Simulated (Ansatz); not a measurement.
Harmonic vibrations of C₂H₇AlS₂ by finite differences.

```yaml
crystal:
  periodic: [false, false, false]
  atoms:
    - {symbol: C, position_ang: [-1.248614, 1.061588, 0.818797]}
    - {symbol: Al, position_ang: [-0.202746, -0.459766, 1.458000]}
    - {symbol: S, position_ang: [2.033726, -0.453639, 1.152009]}
    - {symbol: S, position_ang: [1.026184, -1.558804, -0.286525]}
    - {symbol: C, position_ang: [0.928868, -0.457318, -1.712549]}
    - {symbol: H, position_ang: [-1.666520, 1.603745, 1.673825]}
    - {symbol: H, position_ang: [-0.663520, 1.777142, 0.236502]}
    - {symbol: H, position_ang: [-2.097253, 0.734962, 0.209231]}
    - {symbol: H, position_ang: [-0.755823, -1.529579, 2.484939]}
    - {symbol: H, position_ang: [1.931710, -0.309062, -2.110697]}
    - {symbol: H, position_ang: [0.305927, -0.960610, -2.455003]}
    - {symbol: H, position_ang: [0.484961, 0.496240, -1.434531]}
basis:
  gaussian: {orbitals: def2-TZVP}
hamiltonian: {xc: pbe0, dispersion: d4}
phonons: {temperatures: {t_min: 298.15, t_max: 900, t_step: 200}}
```

```sh
$ ansatz run in.yaml --threads 4 --pin off --events-out ev --progress --plain --max-ram 10444MiB
```

Shortened log:

```
Functional definition: PBE0
mean field -30445.87728891 eV, -1118.8653534107 hartree, gradient 3.4e-5 eV, S^2 0.000000; 0 other end points of the search recorded, 0 dependent functions left out
mean field -30445.87709741 eV, -1118.8653463731 hartree, gradient 2.8e-6 eV, S^2 0.000000; 0 other end points of the search recorded, 0 dependent functions left out
mean field -30445.87721196 eV, -1118.8653505826 hartree, gradient 1.1e-6 eV, S^2 0.000000; 0 other end points of the search recorded, 0 dependent functions left out
mean field -30445.87721736 eV, -1118.8653507810 hartree, gradient 1.1e-6 eV, S^2 0.000000; 0 other end points of the search recorded, 0 dependent functions left out
mean field -30445.87711566 eV, -1118.8653470439 hartree, gradient 1.0e-6 eV, S^2 0.000000; 0 other end points of the search recorded, 0 dependent functions left out
mean field -30445.87715150 eV, -1118.8653483609 hartree, gradient 2.6e-6 eV, S^2 0.000000; 0 other end points of the search recorded, 0 dependent functions left out
mean field -30445.87714114 eV, -1118.8653479802 hartree, gradient 2.7e-6 eV, S^2 0.000000; 0 other end points of the search recorded, 0 dependent functions left out
mean field -30445.87722545 eV, -1118.8653510785 hartree, gradient 1.9e-6 eV, S^2 0.000000; 0 other end points of the search recorded, 0 dependent functions left out
mean field -30445.87723463 eV, -1118.8653514157 hartree, gradient 1.8e-6 eV, S^2 0.000000; 0 other end points of the search recorded, 0 dependent functions left out
mean field -30445.87722887 eV, -1118.8653512042 hartree, gradient 1.2e-6 eV, S^2 0.000000; 0 other end points of the search recorded, 0 dependent functions left out
mean field -30445.87723467 eV, -1118.8653514173 hartree, gradient 1.2e-6 eV, S^2 0.000000; 0 other end points of the search recorded, 0 dependent functions left out
mean field -30445.87727815 eV, -1118.8653530152 hartree, gradient 1.2e-6 eV, S^2 0.000000; 0 other end points of the search recorded, 0 dependent functions left out
mean field -30445.87721638 eV, -1118.8653507453 hartree, gradient 1.6e-6 eV, S^2 0.000000; 0 other end points of the search recorded, 0 dependent functions left out
mean field -30445.87730020 eV, -1118.8653538254 hartree, gradient 2.2e-6 eV, S^2 0.000000; 0 other end points of the search recorded, 0 dependent functions left out
mean field -30445.87719118 eV, -1118.8653498192 hartree, gradient 2.0e-6 eV, S^2 0.000000; 0 other end points of the search recorded, 0 dependent functions left out
mean field -30445.87725988 eV, -1118.8653523436 hartree, gradient 2.2e-6 eV, S^2 0.000000; 0 other end points of the search recorded, 0 dependent functions left out
mean field -30445.87728354 eV, -1118.8653532134 hartree, gradient 1.7e-6 eV, S^2 0.000000; 0 other end points of the search recorded, 0 dependent functions left out
mean field -30445.87728697 eV, -1118.8653533394 hartree, gradient 2.3e-6 eV, S^2 0.000000; 0 other end points of the search recorded, 0 dependent functions left out
mean field -30445.87723122 eV, -1118.8653512906 hartree, gradient 1.6e-6 eV, S^2 0.000000; 0 other end points of the search recorded, 0 dependent functions left out
mean field -30445.87728068 eV, -1118.8653531080 hartree, gradient 2.4e-6 eV, S^2 0.000000; 0 other end points of the search recorded, 0 dependent functions left out
mean field -30445.87724116 eV, -1118.8653516559 hartree, gradient 2.9e-6 eV, S^2 0.000000; 0 other end points of the search recorded, 0 dependent functions left out
mean field -30445.87720408 eV, -1118.8653502930 hartree, gradient 9.2e-7 eV, S^2 0.000000; 0 other end points of the search recorded, 0 dependent functions left out
mean field -30445.87726456 eV, -1118.8653525158 hartree, gradient 1.4e-6 eV, S^2 0.000000; 0 other end points of the search recorded, 0 dependent functions left out
mean field -30445.87720700 eV, -1118.8653504006 hartree, gradient 1.1e-6 eV, S^2 0.000000; 0 other end points of the search recorded, 0 dependent functions left out
mean field -30445.87723403 eV, -1118.8653513937 hartree, gradient 1.4e-6 eV, S^2 0.000000; 0 other end points of the search recorded, 0 dependent functions left out
mean field -30445.87713337 eV, -1118.8653476948 hartree, gradient 1.1e-6 eV, S^2 0.000000; 0 other end points of the search recorded, 0 dependent functions left out
mean field -30445.87710604 eV, -1118.8653466904 hartree, gradient 2.6e-6 eV, S^2 0.000000; 0 other end points of the search recorded, 0 dependent functions left out
mean field -30445.87713245 eV, -1118.8653476609 hartree, gradient 1.1e-6 eV, S^2 0.000000; 0 other end points of the search recorded, 0 dependent functions left out
mean field -30445.87713977 eV, -1118.8653479298 hartree, gradient 1.1e-6 eV, S^2 0.000000; 0 other end points of the search recorded, 0 dependent functions left out
mean field -30445.87712727 eV, -1118.8653474704 hartree, gradient 2.9e-6 eV, S^2 0.000000; 0 other end points of the search recorded, 0 dependent functions left out
mean field -30445.87720028 eV, -1118.8653501535 hartree, gradient 1.1e-6 eV, S^2 0.000000; 0 other end points of the search recorded, 0 dependent functions left out
mean field -30445.87726340 eV, -1118.8653524733 hartree, gradient 9.2e-7 eV, S^2 0.000000; 0 other end points of the search recorded, 0 dependent functions left out
mean field -30445.87726445 eV, -1118.8653525119 hartree, gradient 9.2e-7 eV, S^2 0.000000; 0 other end points of the search recorded, 0 dependent functions left out
mean field -30445.87725156 eV, -1118.8653520379 hartree, gradient 1.3e-6 eV, S^2 0.000000; 0 other end points of the search recorded, 0 dependent functions left out
mean field -30445.87725972 eV, -1118.8653523379 hartree, gradient 1.1e-6 eV, S^2 0.000000; 0 other end points of the search recorded, 0 dependent functions left out
mean field -30445.87721252 eV, -1118.8653506034 hartree, gradient 1.4e-6 eV, S^2 0.000000; 0 other end points of the search recorded, 0 dependent functions left out
mean field -30445.87723163 eV, -1118.8653513058 hartree, gradient 1.2e-6 eV, S^2 0.000000; 0 other end points of the search recorded, 0 dependent functions left out
mean field -30445.87723208 eV, -1118.8653513220 hartree, gradient 2.8e-6 eV, S^2 0.000000; 0 other end points of the search recorded, 0 dependent functions left out
mean field -30445.87726991 eV, -1118.8653527123 hartree, gradient 1.0e-6 eV, S^2 0.000000; 0 other end points of the search recorded, 0 dependent functions left out
mean field -30445.87724192 eV, -1118.8653516839 hartree, gradient 1.4e-6 eV, S^2 0.000000; 0 other end points of the search recorded, 0 dependent functions left out
mean field -30445.87723540 eV, -1118.8653514442 hartree, gradient 1.2e-6 eV, S^2 0.000000; 0 other end points of the search recorded, 0 dependent functions left out
mean field -30445.87726064 eV, -1118.8653523718 hartree, gradient 1.1e-6 eV, S^2 0.000000; 0 other end points of the search recorded, 0 dependent functions left out
mean field -30445.87723930 eV, -1118.8653515876 hartree, gradient 1.2e-6 eV, S^2 0.000000; 0 other end points of the search recorded, 0 dependent functions left out
mean field -30445.87722171 eV, -1118.8653509410 hartree, gradient 1.2e-6 eV, S^2 0.000000; 0 other end points of the search recorded, 0 dependent functions left out
mean field -30445.87722400 eV, -1118.8653510251 hartree, gradient 1.3e-6 eV, S^2 0.000000; 0 other end points of the search recorded, 0 dependent functions left out
mean field -30445.87728417 eV, -1118.8653532363 hartree, gradient 1.1e-6 eV, S^2 0.000000; 0 other end points of the search recorded, 0 dependent functions left out
mean field -30445.87725640 eV, -1118.8653522158 hartree, gradient 1.0e-6 eV, S^2 0.000000; 0 other end points of the search recorded, 0 dependent functions left out
mean field -30445.87725897 eV, -1118.8653523103 hartree, gradient 1.1e-6 eV, S^2 0.000000; 0 other end points of the search recorded, 0 dependent functions left out
mean field -30445.87723763 eV, -1118.8653515262 hartree, gradient 1.2e-6 eV, S^2 0.000000; 0 other end points of the search recorded, 0 dependent functions left out
mean field -30445.87726906 eV, -1118.8653526812 hartree, gradient 1.8e-6 eV, S^2 0.000000; 0 other end points of the search recorded, 0 dependent functions left out
mean field -30445.87729157 eV, -1118.8653535085 hartree, gradient 1.9e-6 eV, S^2 0.000000; 0 other end points of the search recorded, 0 dependent functions left out
mean field -30445.87725658 eV, -1118.8653522225 hartree, gradient 1.1e-6 eV, S^2 0.000000; 0 other end points of the search recorded, 0 dependent functions left out
mean field -30445.87727932 eV, -1118.8653530581 hartree, gradient 1.8e-6 eV, S^2 0.000000; 0 other end points of the search recorded, 0 dependent functions left out
mean field -30445.87728330 eV, -1118.8653532043 hartree, gradient 2.0e-6 eV, S^2 0.000000; 0 other end points of the search recorded, 0 dependent functions left out
mean field -30445.87725647 eV, -1118.8653522184 hartree, gradient 1.6e-6 eV, S^2 0.000000; 0 other end points of the search recorded, 0 dependent functions left out
mean field -30445.87719944 eV, -1118.8653501225 hartree, gradient 1.9e-6 eV, S^2 0.000000; 0 other end points of the search recorded, 0 dependent functions left out
mean field -30445.87719298 eV, -1118.8653498854 hartree, gradient 1.8e-6 eV, S^2 0.000000; 0 other end points of the search recorded, 0 dependent functions left out
mean field -30445.87727354 eV, -1118.8653528459 hartree, gradient 1.2e-6 eV, S^2 0.000000; 0 other end points of the search recorded, 0 dependent functions left out
mean field -30445.87727299 eV, -1118.8653528255 hartree, gradient 1.2e-6 eV, S^2 0.000000; 0 other end points of the search recorded, 0 dependent functions left out
mean field -30445.87725015 eV, -1118.8653519863 hartree, gradient 1.2e-6 eV, S^2 0.000000; 0 other end points of the search recorded, 0 dependent functions left out
mean field -30445.87727676 eV, -1118.8653529641 hartree, gradient 1.5e-6 eV, S^2 0.000000; 0 other end points of the search recorded, 0 dependent functions left out
mean field -30445.87724558 eV, -1118.8653518182 hartree, gradient 1.4e-6 eV, S^2 0.000000; 0 other end points of the search recorded, 0 dependent functions left out
mean field -30445.87724640 eV, -1118.8653518483 hartree, gradient 1.1e-6 eV, S^2 0.000000; 0 other end points of the search recorded, 0 dependent functions left out
mean field -30445.87725181 eV, -1118.8653520472 hartree, gradient 1.6e-6 eV, S^2 0.000000; 0 other end points of the search recorded, 0 dependent functions left out
mean field -30445.87725981 eV, -1118.8653523414 hartree, gradient 1.5e-6 eV, S^2 0.000000; 0 other end points of the search recorded, 0 dependent functions left out
mean field -30445.87722098 eV, -1118.8653509143 hartree, gradient 1.3e-6 eV, S^2 0.000000; 0 other end points of the search recorded, 0 dependent functions left out
mean field -30445.87724607 eV, -1118.8653518364 hartree, gradient 1.3e-6 eV, S^2 0.000000; 0 other end points of the search recorded, 0 dependent functions left out
mean field -30445.87726265 eV, -1118.8653524456 hartree, gradient 1.3e-6 eV, S^2 0.000000; 0 other end points of the search recorded, 0 dependent functions left out
mean field -30445.87725674 eV, -1118.8653522284 hartree, gradient 1.1e-6 eV, S^2 0.000000; 0 other end points of the search recorded, 0 dependent functions left out
mean field -30445.87720421 eV, -1118.8653502978 hartree, gradient 2.1e-6 eV, S^2 0.000000; 0 other end points of the search recorded, 0 dependent functions left out
mean field -30445.87720471 eV, -1118.8653503163 hartree, gradient 1.7e-6 eV, S^2 0.000000; 0 other end points of the search recorded, 0 dependent functions left out
mean field -30445.87725481 eV, -1118.8653521574 hartree, gradient 1.4e-6 eV, S^2 0.000000; 0 other end points of the search recorded, 0 dependent functions left out
mean field -30445.87728131 eV, -1118.8653531314 hartree, gradient 1.2e-6 eV, S^2 0.000000; 0 other end points of the search recorded, 0 dependent functions left out
Total energy: -30446.16135398 eV, -1118.8757926094 hartree
Atom 0 at    -1.248614     1.061588     0.818797 Å, force    -0.004695     0.004565    -0.002042 eV/Å
Atom 1 at    -0.202746    -0.459766     1.458000 Å, force     0.001368    -0.000126     0.002353 eV/Å
Atom 2 at     2.033726    -0.453639     1.152009 Å, force     0.000915     0.000247    -0.001185 eV/Å
Atom 3 at     1.026184    -1.558804    -0.286525 Å, force    -0.002487     0.001073     0.000957 eV/Å
Atom 4 at     0.928868    -0.457318    -1.712549 Å, force     0.002048    -0.000964     0.001920 eV/Å
Atom 5 at    -1.666520     1.603745     1.673825 Å, force     0.002478    -0.003902    -0.004435 eV/Å
Atom 6 at    -0.663520     1.777142     0.236502 Å, force    -0.002435    -0.003546     0.002320 eV/Å
Atom 7 at    -2.097253     0.734962     0.209231 Å, force     0.004216     0.002204     0.002699 eV/Å
Atom 8 at    -0.755823    -1.529579     2.484939 Å, force    -0.000591    -0.000419    -0.001104 eV/Å
Atom 9 at     1.931710    -0.309062    -2.110697 Å, force    -0.000160     0.000647    -0.001088 eV/Å
Atom 10 at     0.305927    -0.960610    -2.455003 Å, force    -0.000469    -0.000158     0.000022 eV/Å
Atom 11 at     0.484961     0.496240    -1.434531 Å, force    -0.000188     0.000379    -0.000417 eV/Å
Dipole moment:    -0.124673     0.165224    -0.541208 e Å
Vibrations: 66.28 122.29 140.49 155.92 188.26 237.90 272.49 408.59 460.67 526.41 557.76 655.53 665.93 714.91 740.00 969.09 974.43 1217.28 1337.08 1438.66 1445.30 1449.97 1463.37 1931.15 3035.60 3063.40 3109.36 3130.26 3159.86 3181.78 cm⁻¹, zero-point energy 2.282548 eV
```

Hardware: 4 threads of an Arm Neoverse V1 on a shared host. Wall time 3.5 min, peak host memory 0.67 GiB.
